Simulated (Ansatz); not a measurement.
Te4Se⁻, relaxed as a doublet with UKS PBE-D4/def2-SVPD in Ansatz, starting from the GFN1-xTB geometry. Force threshold 0.02 eV/Å.

In the def2 sets Te takes a core potential; there is no spin–orbit coupling. The relaxation made no stability test and no search for a lower SCF solution. Another isomer (doublet) lies 0.20 eV lower at PBE0-D4/def2-TZVPD; other spin states weren't run for this one.

Start:

```xyz
5

Se   -0.554    0.990   -0.583
Te    0.501   -1.258   -0.682
Te    0.776   -1.027    2.245
Te   -0.395    1.373    2.133
Te   -0.329   -0.078   -3.113
```

```csv
step,energy (eV),largest force component (eV/Å),SCF passes
1,-94509.5897,1.252,20
2,-94509.9066,0.449,32
3,-94509.9190,0.085,29
4,-94509.9216,0.045,28
5,-94509.9219,0.041,27
6,-94509.9228,0.031,28
7,-94509.9241,0.048,26
8,-94509.9260,0.050,32
9,-94509.9301,0.065,30
10,-94509.9512,0.265,30
11,-94509.9814,0.566,28
12,-94510.0062,0.591,29
13,-94510.0598,0.135,28
14,-94510.0626,0.065,24
15,-94510.0629,0.010,22
```

Force components are those of the run's own axes.

End:

```xyz
5

Se   -0.6314    1.5264   -0.2571
Te    0.2920   -0.8207   -0.9946
Te    0.8176   -1.2031    2.5476
Te   -0.3125    1.2347    2.3519
Te   -0.1658   -0.7373   -3.6478
```

Bonds lost: Se1–Te5, Te2–Te3 (atoms count from 1).

No frequencies were taken in this run, so the end may be a saddle point.

Hardware: 4 threads of Arm Neoverse V1 on a shared host. Wall time 71 s.
